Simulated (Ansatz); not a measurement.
Consider the formal hydrolysis of the Si–N bond: `N[Si](N)(O)F` + H₂O → `N[Si](O)(O)F` + NH₃.

Calculated with Ansatz (gas phase, PBE0-D4/def2-TZVP geometries, no zero-point term in ΔE). CBS: MP2 limit from def2 TZ/QZ plus the TZ coupled-cluster correction, frozen cores. This one scheme is used for every species. One conformer a species, not always the lowest.

`N[Si](N)(O)F`:

```xyz
10

N    -0.275   -0.765   -1.331
Si    0.258    0.180   -0.042
N    -0.275   -0.516    1.409
O    -0.228    1.692   -0.439
F     1.844    0.277    0.177
H    -0.253   -1.769   -1.299
H    -0.350   -0.398   -2.263
H     0.264   -0.437    2.254
H    -1.250   -0.682    1.588
H     0.265    2.418   -0.054
```

H₂O:

Cartesian coordinates in Å:
```
O 0.304 0.209 -0.124
H 0.047 0.035 0.784
H -0.351 -0.244 -0.659
```

`N[Si](O)(O)F`:

Z-matrix (Å, degrees):
```
Si
O 1 1.629
O 1 1.629 2 115.7
N 1 1.687 2 105.4 3 -122.6
F 1 1.593 2 107.5 3 113.5
H 2 0.958 1 117.1 3 -81.2
H 3 0.958 1 116.2 2 -64.5
H 4 1.005 1 121.5 2 171.4
H 4 1.006 1 120.8 2 -36.3
```

NH₃:

Cartesian coordinates in Å:
```
N 0.075 -0.258 0.085
H -0.306 -0.266 -0.853
H -0.631 0.146 0.688
H 0.862 0.378 0.080
```

```
          level  ΔE (eV)
CCSD/def2-TZVPP    -0.47
   HF/CBS(def2)    -0.53
```

(1) What does CCSD(T)/CBS give? (Best estimate.)

Largest T1 diagnostic among the species: 0.011.

## Answers

(1) Ansatz gave: -0.44 eV. The listed levels differ from it by -0.03, -0.09 eV.

Leaving LDA and LC-ωPBE aside and taking each functional with its dispersion term where it has one, the values, not all of them listed here, spread over 0.10 eV, from B97M-V to revPBE-D4. In def2-TZVPP, CCSD(T) changes the Hartree–Fock value by +0.06 eV (the triples alone add +0.01 eV) and MP2 by +0.08 eV.
